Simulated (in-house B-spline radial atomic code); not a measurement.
A radial electron density 4πr²n(r) was computed for an atom or ion in its tabulated ground configuration with an all-electron radial atomic-structure program (B-spline basis); method: non-relativistic LDA PW92, spin-polarised, spherical fractional occupations. Columns: r (bohr), 4πr²n(r) (electrons per bohr), bar.

```
 0.00452   0.3184 #
 0.00527   0.4245 #
 0.00615    0.565 ##
 0.00717   0.7479 ##
 0.00836   0.9858 ###
 0.00976    1.296 ####
  0.0114    1.694 #####
  0.0133    2.195 #######
  0.0155    2.816 #########
  0.0181     3.59 ###########
  0.0211    4.514 ##############
  0.0246    5.605 #################
  0.0287    6.863 #####################
  0.0334    8.234 #########################
   0.039    9.722 ##############################
  0.0455     11.2 ##################################
   0.053    12.55 ######################################
  0.0619    13.66 ##########################################
  0.0722    14.34 ############################################
  0.0842    14.48 ############################################
  0.0982       14 ###########################################
   0.114    12.99 #######################################
   0.134    11.49 ###################################
   0.156    9.998 ##############################
   0.182    8.785 ###########################
   0.212    8.205 #########################
   0.247    8.395 ##########################
   0.288    9.256 ############################
   0.336    10.43 ################################
   0.392    11.37 ###################################
   0.458     11.6 ###################################
   0.534    10.83 #################################
   0.622    9.165 ############################
   0.726    6.908 #####################
   0.847    4.591 ##############
   0.988    2.649 ########
    1.15    1.315 ####
    1.34   0.5423 ##
    1.57   0.1739 #
    1.83  0.04534 
    2.13 0.009108
```

Problem. Which atom or ion is it?
A. Al3+
B. Al4+
C. Al5+
D. Mg4+

Solution. B. The area under the curve, ∫4πr²n dr = ∫r·4πr²n d(ln r) on this logarithmic grid, is 9 electrons, which only this option has. The configuration is [He] 2s2 2p5.
